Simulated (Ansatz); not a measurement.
CH$_{2}$FNOSi (`O=C1N[SiH]1F`). The species carries charge 0 and has multiplicity 1. Geometry: relaxed with PBE0-D4/def2-TZVP.

```xyz
7

O    -1.660   -0.824   -1.334
C    -0.768   -0.414   -0.658
N    -0.656    0.090    0.621
Si    0.908    0.110   -0.079
F     1.560    1.521   -0.397
H    -1.369    0.224    1.330
H     1.985   -0.706    0.517
```

Task: What is the dipole moment at PBE/def2-TZVPP? (Best estimate.)

Result: Ansatz gave: 3.06 D, with components (1.30, 0.29, 2.75) D in this frame, pointing from negative to positive charge.

Task: And with r2SCAN, B3LYP, ωB97M-V? (An estimate is asked.)

Result: Computed: r2SCAN 3.19 D, B3LYP 3.26 D, ωB97M-V 3.33 D.

Task: Give the Mulliken charges with PBE, ωB97M-V, r2SCAN in def2-TZVPP. (Estimate.)

Result: The calculation gave: 
| atom | PBE | ωB97M-V | r2SCAN |
| --- | --- | --- | --- |
| O1 | -0.23 | -0.29 | -0.31 |
| C2 | 0.11 | 0.14 | 0.17 |
| N3 | -0.21 | -0.24 | -0.29 |
| Si4 | 0.50 | 0.58 | 0.65 |
| F5 | -0.26 | -0.29 | -0.30 |
| H6 | 0.15 | 0.12 | 0.15 |
| H7 | -0.06 | -0.02 | -0.07 |

B3LYP here is the variant with VWN-RPA as its local correlation; programs differ in this.
